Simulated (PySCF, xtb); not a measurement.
Se(iPr)(SH) (C₃H₈SSe), SMILES CC(C)[Se]S.

GFN2-xTB in xtb at its own geometry gives an orbital gap of 3.45 eV and a dipole moment of 2.71 D.

Coordinates come from a PBE0-D3(BJ)/def2-SVP optimisation. Other conformers were not sampled.

What does PBE/def2-TZVP (PySCF) give? (The exact figures need the calculation; the answer reports its results.)

gap 3.54 eV (levels -5.45 and -1.90 eV), dipole 1.99 D.
